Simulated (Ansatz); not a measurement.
A nudged elastic band was laid between two geometries of BCl2F + H2 (6 atoms, charge 0, multiplicity 1).

Level of theory: RKS PBE0-D4/def2-SVP in Ansatz.

```
movable images  : 9
climbing image  : yes
spring          : 5.0 eV/Å²
optimiser       : quadratic models (default)
start path      : through a guess of the saddle point
force threshold : 0.05 eV/Å
iteration limit : 60
end points      : relaxed
```

Image 0:

```xyz
6
Properties=species:S:1:pos:R:3
B -0.034 0.520 0.106
Cl -0.009 0.934 1.799
F 1.092 0.231 -0.498
Cl -1.519 0.506 -0.805
H -0.245 -2.539 0.572
H -0.113 -2.301 1.282
```

Image 10:

```xyz
6
Properties=species:S:1:pos:R:3
B -0.115 -0.365 -0.596
Cl -0.088 -0.130 2.500
F 1.076 0.177 -0.700
Cl -1.522 0.617 -0.930
H -0.226 -1.539 -0.362
H 0.046 -1.409 2.545
```

Question: What changes between the two ends?

Answer: Bonds broken: B1–Cl2, H5–H6. Bonds formed: B1–H5, Cl2–H6. BCl2F + H2 becomes BClFH + ClH.

Question: Give the energies along the band, and the barrier.

Answer: It converged. The highest image is number 6 of 0 to 10, 1.46 eV above the first end and 0.85 eV above the last; the last end lies 0.61 eV above the first. A vibrational analysis at the climbing image gives one clearly imaginary mode, 868i cm⁻¹: a first-order saddle point. The orbitals stay closed-shell, which can raise the energy where a bond breaks towards radicals; this wasn't checked here.

```csv
image,path coordinate (Å),energy (eV),B1–Cl2 (Å),H5–H6 (Å),B1–H5 (Å)
0,0.00,0.00,1.74,0.76,3.10
1,0.36,0.01,1.75,0.76,2.79
2,0.72,0.06,1.75,0.76,2.50
3,1.08,0.19,1.76,0.76,2.17
4,1.44,0.49,1.79,0.77,1.82
5,1.80,1.01,1.90,0.85,1.50
6,2.16,1.46,2.10,1.08,1.31
7,2.64,0.97,2.52,1.49,1.22
8,3.11,0.70,2.92,1.91,1.21
9,3.58,0.63,3.07,2.40,1.20
10,4.06,0.61,3.11,2.92,1.20
```

Question: What is the geometry of the highest image?

Answer: 
```xyz
6
Properties=species:S:1:pos:R:3
B -0.073 -0.302 0.034
Cl -0.068 0.086 2.100
F 1.112 0.055 -0.439
Cl -1.563 0.283 -0.704
H -0.139 -1.596 0.237
H -0.097 -1.175 1.229
```

Question: What are the harmonic wavenumbers there?

Answer: 868i, 195, 282, 395, 694, 762, 851, 1076, 1306, 1383, 1662, 2207 cm⁻¹.

Run time: 6.3 min on 1 thread of AMD EPYC 9R45 96-Core Processor (Zen 5), with other jobs on the host, peak memory 0.16 GiB.
